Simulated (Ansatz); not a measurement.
BrClF$_{2}$Ge, SMILES `[F][Ge]([F])([Cl])[Br]`, 5 atoms. Charge 0, multiplicity 1. Correlated methods include outer-core shells of Br, Ge, which these sets cover unevenly. Scalar relativity is left out up to krypton. All runs use 4 threads of a server CPU on a shared host. Correlated methods freeze the cores.

Give the basis size and wall time and peak host memory of each of these runs in Ansatz. RHF-CCSD(T)/def2-SVP energy; RKS PBE-QIDH (frozen core)/def2-TZVPP energy; RKS PBE0-D4/def2-TZVP relaxation (5 steps); RKS ωB97M-V/def2-QZVPP energy; RHF-MP2/def2-QZVPP energy; RKS CAM-B3LYP-D4/def2-TZVPP energy; RHF-CCSD(T)/def2-TZVPP energy; direct RPA on PBE orbitals/def2-TZVPP energy; RKS revPBE-D4/def2-TZVPP energy; RKS PBE0-D4/def2-QZVPP energy; RKS B3LYP-D4/def2-TZVPP energy and forces; RKS PBE0-D4/def2-SVP energy. (Estimate.)

Computed: Other jobs shared the machine, so times are rough.

```tsv
level	job	functions	wall time	peak host memory (GiB)
RKS PBE0-D4/def2-SVP	energy	110	0.75 s	0.29
RKS revPBE-D4/def2-TZVPP	energy	200	1.1 s	0.3
RKS CAM-B3LYP-D4/def2-TZVPP	energy	200	2.1 s	0.82
direct RPA on PBE orbitals/def2-TZVPP	energy	200	2.4 s	0.44
RHF-CCSD(T)/def2-SVP	energy	110	2.5 s	0.42
RKS B3LYP-D4/def2-TZVPP	energy and forces	200	2.7 s	0.75
RKS PBE-QIDH (frozen core)/def2-TZVPP	energy	200	3 s	0.55
RKS PBE0-D4/def2-QZVPP	energy	362	5.5 s	1.6
RHF-MP2/def2-QZVPP	energy	362	9.5 s	1.7
RKS ωB97M-V/def2-QZVPP	energy	362	10 s	1.8
RKS PBE0-D4/def2-TZVP	relaxation (5 steps)	195	16 s	0.71
RHF-CCSD(T)/def2-TZVPP	energy	200	17 s	1.9
```

B3LYP here is the variant with VWN-RPA as its local correlation; programs differ in this.
